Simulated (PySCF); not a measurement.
A thermochemical cycle for CsGa

PBE0 in PySCF with def2-SVP on every atom (core potentials on Cs), for the lowest determinant that a PBE0 search found; no spin–orbit coupling. CsGa, a triplet (σ ↑, π ↑), has De = 0.61 eV to neutral atoms, and CsGa⁺, a doublet (σ ↑), has De = 0.40 eV to Cs⁺ + Ga.

The adiabatic ionisation energy of CsGa, between the minima, is 4.11 eV.

Problem. Which ionisation energy of the Cs atom does this level give?

Solution. IE(Cs) = IE(molecule) + De(ion) − De(neutral) = 4.11 + 0.40 − 0.61 = 3.90 eV; the measured value is 3.894 eV (NIST ASD).

Weak bonds: CsGa⁺. Basis-set superposition, not corrected here, can be much of De in a small basis, most of all at correlated wavefunction levels. Spin–orbit coupling is left out, which matters for elements this heavy, above all for dissociation energies. For an ion De counts to the pair picked by the measured ionisation energies or electron affinities, which need not be the lowest pair at this level. States were picked by a PBE0 search and need not be the measured ground states.
